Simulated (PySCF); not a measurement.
C₄H₇NSi. Atoms are numbered in the order given.

```xyz
13

C     -1.2073     2.3041     0.6302
C     -1.0893     1.1039     0.3941
C     -0.8345    -0.2608     0.0772
C     -1.7167    -1.2643     0.3304
Si     0.8631    -0.6217    -0.7214
N      2.2617    -0.1271     0.1953
H     -1.3464     3.3537     0.8463
H     -2.7000    -1.0759     0.7936
H     -1.4708    -2.3077     0.0733
H      0.9264     0.1155    -2.0292
H      0.9170    -2.1127    -0.9162
H      2.4420     0.8792     0.2580
H      2.4039    -0.5550     1.1150
```

Geometry optimised at PBE-D3(BJ)/def2-SVP. This is a generated structure with no PubChem entry under its InChIKey; it may be hypothetical. Other conformers were not sampled.

Vertical ionisation energy (IE) and electron affinity (EA) in eV. Rows of orbital energies are one-electron estimates. Where ΔSCF, EOM or ADC give a negative EA the extra electron is unbound and the value depends on the basis.

```csv
level,IE,EA
"−ε(HOMO), −ε(LUMO), B3LYP/def2-TZVP (PySCF)",6.91,1.49
"−ε(HOMO), −ε(LUMO), PBE/def2-TZVP (PySCF)",___,___
```

### Question
What belongs in the gaps? (The exact figures need the calculation; the answer reports its results.)

### Answer

- −ε(HOMO), −ε(LUMO), PBE/def2-TZVP (PySCF), IE: 6.02
- −ε(HOMO), −ε(LUMO), PBE/def2-TZVP (PySCF), EA: 2.21
